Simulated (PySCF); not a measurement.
Species: CH8FPSi2.
Numbering: `[CH3:1][SiH2:2][Si@H:3]([F:4])[PH2:5]` (hydrogens: H6, H7, H8 on C1; H9, H10 on Si2; H11 on Si3; H12, H13 on P5)

Method used: PBE0-D3(BJ)/def2-SVP geometry optimisation, gas phase (PySCF 2.14.0).

**Question.** List the bond lengths, angles and torsions at this level.

**Answer.** 
```tsv
bond	length (Å)
C1–Si2	1.885
Si2–Si3	2.342
Si3–F4	1.636
Si3–P5	2.263
C1–H6, C1–H7, C1–H8	1.101
Si2–H9	1.497
Si2–H10	1.498
Si3–H11	1.496
P5–H12, P5–H13	1.431
```

Bonds in one row agree within 0.01 Å and their mean is given. A selection of angles:
```tsv
angle	degrees
Si2–C1–H6	110.7
H6–C1–H7	108.1
C1–Si2–Si3	109.1
C1–Si2–H9	110.7
C1–Si2–H10	110.4
Si3–Si2–H9	110.8
Si3–Si2–H10	107.4
H9–Si2–H10	108.3
Si2–Si3–F4	109.3
Si2–Si3–P5	112.8
Si2–Si3–H11	112.7
F4–Si3–P5	108.0
F4–Si3–H11	107.6
P5–Si3–H11	106.1
Si3–P5–H12	91.1
Si3–P5–H13	94.9
H12–P5–H13	93.6
```

Dihedral angles: C1–Si2–Si3–F4 178° (antiperiplanar).

Si3 (fluorine-bound silicon) is tetrahedral (angles from 106.1° to 112.8°). Si2 (SiH2 silicon) is tetrahedral (angles from 107.4° to 110.8°). P5 (three-coordinate phosphorus) is pyramidal (angles 94.9°, 93.6° and 91.1°, sum 279.7°, 0.87 Å off the plane of its three neighbours).

Point group: C1 (no symmetry element, even within 0.4 Å). No PBE0-D3(BJ)/def2-SVP frequencies stand behind this structure, so it isn't proved a minimum. The numbers are those of one conformer (C1–Si2–Si3–F4 178°, Si2–Si3–P5–H -65° and 29°).
